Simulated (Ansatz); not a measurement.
The cluster Si2Ge3. Charge 0, multiplicity 1. Geometry PBE-D4/def2-SVP.

```xyz
5

Si   -1.112   -1.428    0.808
Si   -1.580    0.887    0.832
Ge    1.047   -0.426    0.827
Ge   -0.401    0.567   -1.206
Ge    2.045    0.400   -1.262
```

LC-ωPBE has ω = 0.4 bohr⁻¹. The restricted singlet is unstable towards broken spin symmetry in Hartree–Fock (as tested in another run); at PBE-D4/def2-TZVP, r2SCAN-D4/def2-TZVP, PBE0-D4/def2-TZVP, LC-ωPBE/def2-TZVP this wasn't settled. Another isomer (singlet) lies 0.29 eV lower at PBE0-D4/def2-TZVP; other spin states weren't run for this one.

Q: Estimate the orbital energies around the gap (eV) in Ansatz with PBE-D4/def2-TZVP, r2SCAN-D4/def2-TZVP, PBE0-D4/def2-TZVP, LC-ωPBE/def2-TZVP.

A: 
| orbital | PBE-D4/def2-TZVP | r2SCAN-D4/def2-TZVP | PBE0-D4/def2-TZVP | LC-ωPBE/def2-TZVP |
| --- | --- | --- | --- | --- |
| HOMO−9 | -15.32 | -16.04 | -17.26 | -21.12 |
| HOMO−8 | -12.77 | -13.32 | -14.43 | -17.90 |
| HOMO−7 | -11.50 | -11.97 | -12.97 | -16.20 |
| HOMO−6 | -9.46 | -9.79 | -10.64 | -13.45 |
| HOMO−5 | -9.18 | -9.51 | -10.40 | -13.24 |
| HOMO−4 | -6.60 | -6.88 | -7.40 | -9.48 |
| HOMO−3 | -6.23 | -6.53 | -7.09 | -9.33 |
| HOMO−2 | -5.79 | -6.05 | -6.66 | -8.90 |
| HOMO−1 | -5.66 | -5.89 | -6.39 | -8.32 |
| HOMO | -5.24 | -5.46 | -6.05 | -8.19 |
| LUMO | -3.81 | -3.85 | -3.23 | -1.52 |
| LUMO+1 | -3.61 | -3.64 | -2.99 | -1.17 |
| LUMO+2 | -3.13 | -3.15 | -2.55 | -0.86 |
| LUMO+3 | -2.16 | -2.09 | -1.44 | 0.51 |
| LUMO+4 | -1.49 | -1.33 | -0.75 | 1.23 |
| LUMO+5 | -0.84 | -0.61 | -0.13 | 1.77 |
